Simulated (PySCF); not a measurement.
**Gd⁵⁶⁺: ionisation energy**

Gd⁵⁶⁺ [He] 2s2 2p4 [2p1/2^2 2p3/2^2, M_J = 2] → Gd⁵⁷⁺ [He] 2s2 2p3 [2p1/2^2 2p3/2^1, M_J = 3/2], as a difference of total energies. Computed with PySCF 2.14 in an even-tempered Gaussian basis (17 s from 37 bohr⁻², ratio 2.4; 13 p from 48 bohr⁻², ratio 2.4; 5 d from 160 bohr⁻², ratio 2.6; 4 f from 250 bohr⁻², ratio 2.6), with the two-component X2C-1e Hamiltonian. Correlated levels: nothing frozen; the 30 highest virtual spinors dropped. "Screened" scales the spin-orbit matrix elements by Boettger's factors to mimic the two-electron term; Breit and QED terms are absent.

```csv
method,ionisation energy (eV)
GHF (spin-free),12051.9
GMP2 (spin-free),12053.6
GHF (screened spin-orbit),11870.3
GMP2 (screened spin-orbit),11870.3
```

For this ion Breit and QED terms and the two-electron picture change, all absent here, outweigh the correlation shift from GHF to GMP2.

The spin-free rows relax to the high-spin LS determinant and lack the spin-orbit shift.

The labels give the starting determinants; with spin-orbit coupling the two ends relaxed to ⟨J²⟩ = 6.00, ⟨L²⟩ = 3.26, ⟨S²⟩ = 1.38 and ⟨J²⟩ = 3.75, ⟨L²⟩ = 2.56, ⟨S²⟩ = 1.48.

For comparison: 11861 ± 5 eV (theoretical estimate listed by NIST; NIST Atomic Spectra Database, ionization energies).
